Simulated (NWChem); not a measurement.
System: BeF2 anion, doublet; SMILES of the neutral closed-shell parent [Be]([F])[F]

Excerpt of the output:

```
             Northwest Computational Chemistry Package (NWChem) 7.3.0
             --------------------------------------------------------

 C2V symmetry detected

                             Geometry "geometry" -> ""
                             -------------------------

 Output coordinates in angstroms (scale by  1.889725989 to convert to a.u.)

  No.       Tag          Charge          X              Y              Z
 ---- ---------------- ---------- -------------- -------------- --------------
    1 Be                   4.0000     0.00000000     0.00000000     0.52612691
    2 F                    9.0000     1.32635600     0.00000000    -0.11691709
    3 F                    9.0000    -1.32635600     0.00000000    -0.11691709

 Effective nuclear repulsion energy (a.u.)      42.0065684996

      Symmetry information
      --------------------

 Group name             C2v
 Group number             16
 Group order               4
 No. of unique centers     2

                                 NWChem DFT Module
                                 -----------------

 Summary of "ao basis" -> "ao basis" (spherical)
 ------------------------------------------------------------------------------
       Tag                 Description            Shells   Functions and Types
 ---------------- ------------------------------  ------  ---------------------
 Be                         def2-svp                 5        9   3s2p
 F                          def2-svp                 6       14   3s2p1d

      Symmetry analysis of basis
      --------------------------

        a1         15
        a2          4
        b1         12
        b2          6

            General Information
            -------------------
          SCF calculation type: DFT
          Wavefunction type:  spin polarized.
          No. of atoms     :     3
          No. of electrons :    23
           Alpha electrons :    12
            Beta electrons :    11
          Charge           :    -1
          Spin multiplicity:     2
          Use of symmetry is: on ; symmetry adaption is: on
          Maximum number of iterations: 150
          AO basis - number of functions:    37
                     number of shells:    17
          Convergence on energy requested:  1.00D-06
          Convergence on density requested:  1.00D-05
          Convergence on gradient requested:  5.00D-04

              XC Information
              --------------
                         SCAN Method XC Functional
                  SCAN metaGGA Exchange Functional  1.000
                        SCAN Correlation Potential  1.000

             Grid Information
             ----------------
          Grid used for XC integration:  fine
          Radial quadrature: Mura-Knowles
          Angular quadrature: Lebedev.
          Tag              B.-S. Rad. Rad. Pts. Rad. Cut. Ang. Pts.
          ---              ---------- --------- --------- ---------
          Be                  1.05       70           8.0       590
          F                   0.50       70           7.0       590
          Grid pruning is: on
          Number of quadrature shells:   140
          Spatial weights used:  Erf1

      Superposition of Atomic Density Guess
      -------------------------------------

 Sum of atomic energies:        -213.13874960

 Renormalizing density from      22.00 to     23

      Non-variational initial energy
      ------------------------------

 Total energy =    -218.833346
 1-e energy   =    -397.362491
 2-e energy   =     136.522576
 HOMO         =       0.153674
 LUMO         =       0.333842

   Symmetry analysis of molecular orbitals - initial alpha
   -------------------------------------------------------

  Numbering of irreducible representations:

     1 a1          2 a2          3 b1          4 b2

  Orbital symmetries:

     1 a1          2 b1          3 a1          4 a1          5 b1
     6 a1          7 b1          8 a1          9 b2         10 a2
    11 b1         12 a1         13 b2         14 a1         15 b1
    16 a1         17 b2         18 a1         19 b1         20 a1
    21 a2         22 b1

   Symmetry analysis of molecular orbitals - initial beta
   ------------------------------------------------------

  Numbering of irreducible representations:

     1 a1          2 a2          3 b1          4 b2

  Orbital symmetries:

     1 a1          2 b1          3 a1          4 a1          5 b1
     6 a1          7 b1          8 a1          9 b2         10 a2
    11 b1         12 a1         13 b2         14 a1         15 b1
    16 a1         17 b2         18 a1         19 b1         20 a1
    21 a2         22 b1

     ---------------------------------------------
      Total Density - Mulliken Population Analysis
     ---------------------------------------------

    Atom       Charge   Shell Charges
 -----------   ------   -------------------------------------------------------
    1 Be   4     3.79   1.99  0.34  0.83  0.40  0.23
    2 F    9     9.60   1.99  1.05  0.88  3.15  2.53  0.00
    3 F    9     9.60   1.99  1.05  0.88  3.15  2.53  0.00

     --------------------------------------------
      Spin Density - Mulliken Population Analysis
     --------------------------------------------

    Atom       Charge   Shell Charges
 -----------   ------   -------------------------------------------------------
    1 Be   4     0.93   0.00  0.02  0.79  0.05  0.08
    2 F    9     0.03   0.00  0.01 -0.01  0.02  0.01  0.00
    3 F    9     0.03   0.00  0.01 -0.01  0.02  0.01  0.00

[...]

                         DFT ENERGY GRADIENTS

    atom               coordinates                        gradient
                 x          y          z           x          y          z
   1 Be      0.000000   0.000000   0.994236    0.000000   0.000000  -0.002901
   2 F       2.506449   0.000000  -0.220941    0.004870   0.000000   0.001451
   3 F      -2.506449   0.000000  -0.220941   -0.004870   0.000000   0.001451
```

Level: SCAN/def2-SVP, spin-unrestricted. In the optimisation the excess spin sits in a1 (C2v, its own frame). Sets without diffuse functions describe the anion's extra electron poorly. The geometry was optimised at B3LYP/def2-SVPD, spin-unrestricted. The spin multiplicity was typed, not searched, and may not be the lowest. No stability test was run on the SCF state. The highest occupied level is positive, so the extra electron may be held by the finite basis.

Write an input that gives this output.

This is not unique; one that fits is the input that was run:
```
start job
memory heap 200 mb stack 900 mb global 1100 mb
charge -1
geometry units angstroms noautoz
  Be     0.000000     0.000000     0.564691
  F      1.326356     0.000000    -0.078353
  F     -1.326356     0.000000    -0.078353
end
basis spherical
  Be library def2-svp
  F library def2-svp
end
dft
  odft
  mult 2
  xc scan
  grid fine
  iterations 150
  mulliken
end
task dft gradient
```
